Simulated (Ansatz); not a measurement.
Born–Oppenheimer molecular dynamics of AlFH2O2 (6 atoms, charge 0, multiplicity 1). It starts from a relaxed structure.

Method: Ansatz, RKS B3LYP-D4/STO-3G.

```yaml
ensemble: NVT, Nosé–Hoover chain
time_step: 0.5 fs
steps_asked: 100
set_temperature: 200 K
thermostat: time constant 1 fs, chain length 1
seed: 989380
```

First frame:

```xyz
6
Properties=species:S:1:pos:R:3
Al 0.056 -0.206 0.062
F -0.211 0.164 1.631
O 1.663 -0.265 -0.508
H 1.580 -0.510 -1.499
O -1.220 -0.536 -1.027
H -2.078 -0.446 -0.475
```

Question: What does the run give?

Answer: The run went to its last step.

```yaml
steps_done: 100
time_covered: 50 fs
mean_temperature_over_the_second_half: 201 K
spread_of_the_potential_energy_over_the_second_half: 9.5 meV per atom
mean_potential_energy_of_the_second_half_above_the_start: 21.7 meV per atom
```

The conserved energy stayed within 0.087 meV per atom of its start (net change 0.013 meV per atom), so the integration is sound. A run of 0.05 ps of so small a system gives no equilibrium averages. Limits of this set-up: minimal basis.

Question: What happens to the structure?

Answer: The same pairs are bonded in the first frame and the last. Pairs count as bonded within 1.25 times the sum of covalent radii (0.12 Å more for H–H). Another seed would give other details.

Question: How do temperature and energy run in time?

Answer: 
```csv
time (fs),T (K),potential energy less start (eV),conserved less start (meV/atom)
0,200,0.000,0.00
2.5,189,0.020,0.01
5,201,0.073,0.03
7.5,204,0.144,0.06
10,198,0.196,0.07
12.5,223,0.198,0.06
15,181,0.173,0.04
17.5,214,0.149,0.03
20,189,0.139,0.03
22.5,201,0.132,0.03
25,210,0.121,0.04
27.5,184,0.098,0.03
30,219,0.076,0.02
32.5,175,0.067,0.01
35,216,0.085,0.01
37.5,179,0.132,0.03
40,212,0.199,0.06
42.5,222,0.237,0.09
45,181,0.199,0.07
47.5,225,0.125,0.04
50,172,0.063,0.01
```

The run took 2.6 min on 1 thread of Arm Neoverse N1, with other jobs on the host, peak memory 0.082 GiB.
